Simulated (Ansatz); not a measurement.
Molecule: sum formula CuOH (charge 0, singlet). 
Coordinates optimised at B3LYP-D3(BJ)/def2-TZVP (Ansatz, a first-principles code):
SMILES: [OH][Cu]
```xyz
3

Cu    -0.3260    -0.1440    -0.2477
O      1.0565     0.3583     0.7818
H      1.0023     1.3102     0.9302
```

Dipole moments at this geometry, in debye (magnitudes).

```
level               program  dipole (D)
------------------  -------  ----------
BLYP/def2-TZVPD      Ansatz        3.29
B97M-V/def2-TZVPD    Ansatz        3.59
PBE0/def2-TZVPD      Ansatz        4.14
HSE06/def2-TZVPD     Ansatz        4.13
LC-wPBE/def2-TZVPD   Ansatz        4.54
CCSD(T)/def2-SVPD    Ansatz         ___
```

Question: Some entries are withheld; supply them.

Answer: 
- CCSD(T)/def2-SVPD, dipole (D): 5.04
